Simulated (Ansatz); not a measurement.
Consider the formal exchange of groups at a Ga–S bond: `[SH][GaH][Cl]` + GeH₄ → `[Cl][GaH][GeH3]` + H₂S.

Gas-phase electronic energies from Ansatz, PBE0-D4/def2-TZVP geometries. CCSD(T)/CBS adds triple-zeta CCSD(T) − MP2 to the extrapolated MP2 energy (def2 sets, frozen cores). This one scheme is used for every species. Functionals use def2-TZVPP. HSE06 is defined as in plane-wave codes. For Ga, Ge outer-core shells are correlated without core-valence functions, which leaves a few kJ/mol of doubt a bond. Scalar relativity is left out up to krypton. One conformer a species, not always the lowest.

```csv
level,ΔE (kJ/mol),difference from CCSD(T)/CBS
r2SCAN-D4,58.2,2.8
B97M-V,64.5,9.1
r2SCAN0-D4,58.2,2.8
ωB97X-V,56.9,1.5
r2SCAN,58.4,3.0
PBE0,53.4,-2.0
r2SCAN0,58.4,3.0
HSE06,53.5,-1.9
CAM-B3LYP,55.9,0.5
MP2/def2-SVP,67.9,12.5
HF/def2-TZVPP,64.2,8.8
MP2/def2-TZVPP,60.6,5.2
CCSD(T)/def2-TZVPP,55.9,0.5
MP2/def2-QZVPP,60.3,4.9
MP2/CBS(def2),60.0,4.6
CCSD/CBS(def2),54.4,-1.0
CCSD(T)/CBS,55.4,0
```

Largest T1 diagnostic among the species: 0.012.

In def2-TZVPP, CCSD(T) changes the Hartree–Fock value by −8.3 kJ/mol (the triples alone add +1.0 kJ/mol) and MP2 by −3.6 kJ/mol. At CCSD(T), def2-SVP lies +8.0 kJ/mol from the extrapolated value and def2-TZVPP +0.5 kJ/mol.
